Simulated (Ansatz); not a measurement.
Program: Ansatz. Geometries: PBE0-D4/def2-TZVP. ΔE: electronic, gas phase. CCSD(T)/CBS adds triple-zeta CCSD(T) − MP2 to the extrapolated MP2 energy (def2 sets, frozen cores). This one scheme is used for every species. DFT in def2-TZVPP. For Ge outer-core shells are correlated without core-valence functions, which leaves a few kJ/mol of doubt a bond. Scalar relativity is left out up to krypton. One conformer a species, not always the lowest.

`Cl[SiH](Cl)[O][GeH3]` + H₂ → `Cl[SiH2]Cl` + `[OH][GeH3]`  (hydrogenolysis of the Si–O bond)

(1) Is it downhill or uphill in electronic energy at CCSD(T)/CBS, and by how much? (An estimate is asked.)

(2) What do these levels give: BHLYP-D4, B2PLYP, PBE0, CCSD(T)/def2-SVP, CCSD/def2-TZVPP, MP2/CBS(def2)? (Best estimate.)

Largest T1 diagnostic among the species: 0.011.

## Answers

(1) The calculation gave: Uphill: ΔE = +117.2 kJ/mol.

(2) Computed: BHLYP-D4 122.0, B2PLYP 110.9, PBE0 99.6, CCSD(T)/def2-SVP 104.9, CCSD/def2-TZVPP 112.1, MP2/CBS(def2) 124.5 kJ/mol.

Leaving LDA and LC-ωPBE aside and taking each functional with its dispersion term where it has one, the values, not all of them listed here, spread over 15.3 kJ/mol, from PBE-D4 to BHLYP-D4. LDA lies +11.6 kJ/mol from PBE without D4. At CCSD(T), def2-SVP lies −12.4 kJ/mol from the extrapolated value and def2-TZVPP −1.9 kJ/mol. From BLYP to BHLYP (50 % exact exchange), in def2-TZVPP and without D4, ΔE moves by +9.2 kJ/mol.
